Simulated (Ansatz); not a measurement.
Consider the formal exchange of groups at the Si–Si bond: `N[SiH2][SiH2]CO` + `C#CNCN` → `NCN[SiH2]N` + `C#C[SiH2]CO`.

Isolated molecules relaxed with PBE0-D4/def2-TZVP in Ansatz; ΔE leaves out vibrations. CCSD(T)/CBS is the MP2 limit (def2-TZVPP, def2-QZVPP) plus CCSD(T) − MP2 in def2-TZVPP, frozen cores. DFT in def2-TZVPP. B3LYP here is the variant with VWN-RPA as its local correlation; programs differ in this. Each species was taken in one conformer, which may not be the lowest.

```json
{"level": "PBE-D4", "ΔE (kcal/mol)": "-29.8", "difference from CCSD(T)/CBS": "9.7"}
{"level": "ωB97M-V", "ΔE (kcal/mol)": "-38.3", "difference from CCSD(T)/CBS": "1.2"}
{"level": "r2SCAN", "ΔE (kcal/mol)": "-34.7", "difference from CCSD(T)/CBS": "4.8"}
{"level": "B3LYP", "ΔE (kcal/mol)": "-34.8", "difference from CCSD(T)/CBS": "4.7"}
{"level": "HF/def2-TZVPP", "ΔE (kcal/mol)": "-39.6", "difference from CCSD(T)/CBS": "-0.1"}
{"level": "MP2/def2-TZVPP", "ΔE (kcal/mol)": "-41.3", "difference from CCSD(T)/CBS": "-1.8"}
{"level": "CCSD(T)/def2-TZVPP", "ΔE (kcal/mol)": "-38.8", "difference from CCSD(T)/CBS": "0.7"}
{"level": "SCS-MP2/def2-QZVPP", "ΔE (kcal/mol)": "-41.8", "difference from CCSD(T)/CBS": "-2.3"}
{"level": "MP2/CBS(def2)", "ΔE (kcal/mol)": "-42.0", "difference from CCSD(T)/CBS": "-2.5"}
{"level": "CCSD/CBS(def2)", "ΔE (kcal/mol)": "-39.7", "difference from CCSD(T)/CBS": "-0.2"}
{"level": "CCSD(T)/CBS", "ΔE (kcal/mol)": "-39.5", "difference from CCSD(T)/CBS": "0"}
```

Largest T1 diagnostic among the species: 0.012.

From PBE to PBE0 (25 % exact exchange), in def2-TZVPP and without D4, ΔE moves by −2.0 kcal/mol.
